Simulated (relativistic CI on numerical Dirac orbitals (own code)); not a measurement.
Calculated at this level of theory: Dirac-Coulomb-Breit CI, separate exchange-only KLI orbitals for each configuration, model QED (radiative potential, 1s self-energy scaled to tabulated hydrogen-like ionisation energies), unscaled Slater integrals (own radial code, finite nucleus).

The strongest absorption lines from the ground level of an ion, among the configurations computed and to levels below about 126 eV (vacuum wavelength in Å, gf): 107.14 (0.56), 108.64 (1.6), 117.74 (0.58), 120.88 (0.64), 121.94 (0.91), 123.60 (1), 125.94 (0.6), 126.99 (0.67).

Task: Which ion is it?
A. Kr XI
B. Se IX
C. Sr XIII
D. Se VII

Result: B. Se IX has 26 electrons and the ground level 3s2.3p6.3d8 3F_4; the strongest line goes to 3s2.3p5.3d9 3D°_3. The pattern of lines fixes the number of electrons, and along that sequence the line energies rise steadily with the charge (about as its square where n changes within one kind of shell, about linearly where n is kept but much faster in heavy ions where fine structure, which grows about as Z⁴, sets the gap, and irregularly where shells cross), which fixes Z. Configurations outside the model, such as inner-shell arrays, can give stronger lines. At this charge configurations can still be misplaced by up to about 7 % of their energy. Terms inside the open d or f shell come out 10 to 20 % too wide with unscaled integrals.

LS names give the leading component of a level, which can be under half, so a name can repeat, a term be missing and a line seem to break the LS rules.
